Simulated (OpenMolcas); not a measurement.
## neutral osmium: effect of the IPEA shift

```json
{
  "Program": "OpenMolcas 26.06",
  "Basis": "ANO-RCC-VTZP [8s7p5d3f2g1h]",
  "Scalar Hamiltonian": "DKH2, point nucleus",
  "Active space": "6 electrons in 5 orbitals (5d)",
  "State averaging": "2S+1 = 5 even, 5 roots; 2S+1 = 3 even, 45 roots; 2S+1 = 1 even, 50 roots (44 in the spin-orbit step)",
  "Spin-orbit coupling": "state interaction with AMFI integrals over the reference wave functions, term energies averaged over their components"
}
```

Methods on the same reference wave functions:
A. CASSCF
B. MS-CASPT2, IPEA 0 Eh, imaginary shift 0.1 Eh (closed shells correlated: 5s 5p 6s)
C. MS-CASPT2, IPEA 0.25 Eh, imaginary shift 0.1 Eh (closed shells correlated: 5s 5p 6s)

Energies in cm⁻¹ above 5d⁶ 6s² ⁵D₄, the measured ground level; measured values from NIST Handbook of Basic Atomic Spectroscopic Data.

```csv
Level,A,B,C,Measured
5d⁶ 6s² ⁵D₄,0.0,0.0,0.0,0.0
5d⁶ 6s² ⁵D₃,4178,4510,4360,4159
5d⁶ 6s² ⁵D₁,6730,6120,6450,5766
5d⁶ 6s² ⁵D₀ [73 %],7196,6390,6810,6093
5d⁶ 6s² ³H₆,17312,15370,16010,
5d⁶ 6s² ³F₃(1) [57 %],20644,16400,17740,
5d⁶ 6s² ³F₂(1) [68 %],21608,16140,17660,
5d⁶ 6s² ³D₂ [70 %],28285,22050,23480,
5d⁶ 6s² ¹I₆,29316,27240,27380,
5d⁶ 6s² ¹G₄(1) [62 %],34142,30110,31070,
5d⁶ 6s² ¹F₃ [65 %],36725,28210,29440,
5d⁶ 6s² ¹D₂ [56 %],37287,29330,30500,
5d⁶ 6s² ³P₁(2),43004,33760,35100,
5d⁶ 6s² ³F₄(2),45204,37510,38670,
5d⁶ 6s² ³F₂(2),45919,38050,39260,
```

Deviations, from unrounded energies. A percentage is the sum of absolute deviations over the sum of measured energies, with the sign that they share, or ± where signs differ.

```tsv
Against measurement	Levels	A	B	C
mean absolute deviation (cm-1)	3	700	330	530
fine structure of the ground term (%)	3	+13.0	+6.2	+10.0
```

B lies closest to measurement on these levels and A furthest from it. The largest miss of B in the table is 5d⁶ 6s² ⁵D₁, by +350 cm-1. The ranking rests on the paired levels alone, and a cruder setting can come out closer through cancelling errors.

Between B and C the level of the table that moves most is 5d⁶ 6s² ³F₂(1) [68 %], by 1500 cm-1 (lowest in B, highest in C). Moves below CASPT2's spread within the term are not significant.

The mean deviations of B to C differ by less than CASPT2's widest spread within a term (2300 cm-1), so their order carries little weight.

From A to B the spin-free energies of the other terms of 5d⁶ 6s² shown, above ⁵D, scale by factors of 0.68 to 0.88.

The lowest spin-free term lies below A's lowest term by 0.476 hartree in B, 0.460 hartree in C.

CASPT2 breaks the degeneracy within a term, and the mean is taken; among the terms shown or strongly mixed into the levels shown the widest spread is 2300 cm-1 (5d⁶ 6s² ¹D, B). Over all roots computed the reference weight is 0.81 to 0.88 in B; the roots of lowest weight are the least certain, and an intruder state may touch them. Some high roots are left out of the spin-orbit mixing, which shifts the levels that they would mix with. With the s shell closed, the reference lacks s² → p², s² → d² and s → d mixing, so excited terms can stand far too high and out of order, with CASPT2 too. The CASPT2 spread within a term exceeds the gap to the next term for 5d⁶ 6s² ³F(1) and 5d⁶ 6s² ³H, 5d⁶ 6s² ¹G(1) and 5d⁶ 6s² ¹I, 5d⁶ 6s² ¹I and 5d⁶ 6s² ¹D, so the order of their levels is uncertain (figures for B; the like holds for C). Without dynamic correlation excited terms often stand tens of per cent too high (terms of higher spin than the ground term too low), and those without a measured partner can miss by more than the paired ones (holds for A). Measured partners are found by configuration, term and J. A level has none where our copy of the source lacks it or the pairing is in doubt (some pairs that miss far off the trend of their configuration count as doubtful), and it then counts in no deviation. Only configurations of the active space appear. Levels that lie high or do not pair safely by name in every column are left out.

A share in square brackets marks a mixed level and gives the weight of the term that names it, the lowest over the columns. A number in round brackets counts repeated terms of one configuration in the order of the reference energies.
